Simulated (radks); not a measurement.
Effect of the nuclear size on the chromium ion Cr+, [Ar] 3d5. All-electron calculation, Dirac Kohn-Sham, relativistic LDA (MacDonald-Vosko exchange, VWN5 correlation), spin-unpolarised, spherical densities, finite nucleus; open shells fill j = l - 1/2 first; Fermi nuclear charge, rms radius 3.6452 fm. Program: a radial shooting solver on a logarithmic mesh with Libxc functionals. The rms radius is varied about that value; shifts are against it.

rms radius (fm),total energy shift (eV),density at nucleus (e/bohr^3),1s1/2 shift (meV),2s1/2 shift (meV),3s1/2 shift (meV)
3.0109,-0.0232,1.14e+04,-9.83,-0.863,-0.125
3.4192,-0.00877,1.135e+04,-3.71,-0.326,-0.047
3.6452,0,1.132e+04,0.000,0.000,0.000
3.7837,0.00564,1.131e+04,2.39,0.209,0.030
4.2066,0.0241,1.126e+04,10.2,0.895,0.129

Slopes of the eigenvalues against <r^2> in GHz/fm^2, as finite differences over the two radii next to the reference (eigenvalue slopes, not the field-shift constants of lines): 1s1/2 562, 2s1/2 49.3, 3s1/2 7.11.
